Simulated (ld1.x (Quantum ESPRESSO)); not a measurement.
B: TM pseudisation with LDA (PZ), scalar-relativistic reference atom.

ld1.x (Quantum ESPRESSO) 7.5 input, shortened:

```
&input
   title='B', zed=5., rel=1, dft='PZ', iswitch=3,
   config='[He] 2s2 2p1'
 /
 &inputp
   pseudotype=2, tm=.true., lloc=0,
   nlcc=.false.
 /
2
2P  2  1   1.00   0.00  2.80  2.80  0.0
2S  1  0   2.00   0.00  1.05  1.05  0.0
 &test
   configts(1)='2s2 2p1'
 /
```

All-electron outer shells of the reference configuration (LDA (PZ), scalar-relativistic, ld1.x):

```json
{"shell": "1s", "level (eV)": "-178.66", "outermost node (bohr)": "–", "outermost maximum (bohr)": "0.21"}
{"shell": "2s", "level (eV)": "-9.39", "outermost node (bohr)": "0.46", "outermost maximum (bohr)": "1.52"}
{"shell": "2p", "level (eV)": "-3.72", "outermost node (bohr)": "–", "outermost maximum (bohr)": "1.55"}
```

Question: Does the generator finish with these settings?

Answer: Yes, a potential is produced and its reference levels are reproduced.

Question: Estimate the cutoffs (Ry, on a coarse ladder) from which the occupation-weighted sum of valence levels, in a spherical-Bessel basis at the reference potential, stays within 10 and 1 mRy of its value at 400 Ry.

Answer: 45 Ry and 110 Ry.

Question: What does a ghost test show?

Answer: No extra level below or beside the all-electron valence levels (p, s, d, f tested).

Question: Which valence shell sets the plane-wave cutoff?

Answer: 2s: its level needs 70 Ry to come within 1 mRy, against 15 Ry for 2p.

Question: Tests: 2s2 2p0; 2s1 2p0; 2s2 2p0.5; 2s1 2p1; 2s1 2p2; 2s0 2p3; 2s2 2p1.3. Which has the largest error in its energy relative to the reference configuration, and how large is it?

Answer: 2s1 2p0, with +265 meV (all-electron minus pseudo) on +33.63 eV.
